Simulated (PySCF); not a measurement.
ClGeH₃Se, SMILES Cl[Se][GeH3]. Geometry optimised at PBE-D3(BJ)/def2-SVP. The structure was generated by enumeration, and PubChem lists no compound with its InChIKey, so it may never have been made.

**Question.** Give the equilibrium geometry at PBE-D3(BJ)/def2-SVP (PySCF confirms it by a frequency run) as Cartesian coordinates in Å, and its point group. (An estimate is asked for; the answer gives what the named calculation found.)

**Answer.** point group Cs.
```xyz
6

Se     0.8306    -0.6388     0.0000
Cl    -1.0511    -1.8287     0.0000
Ge    -0.2796     1.4722     0.0000
H     -1.1472     1.5915     1.2758
H      0.8711     2.5130     0.0000
H     -1.1472     1.5915    -1.2758
```
Charge 0, spin multiplicity 1.
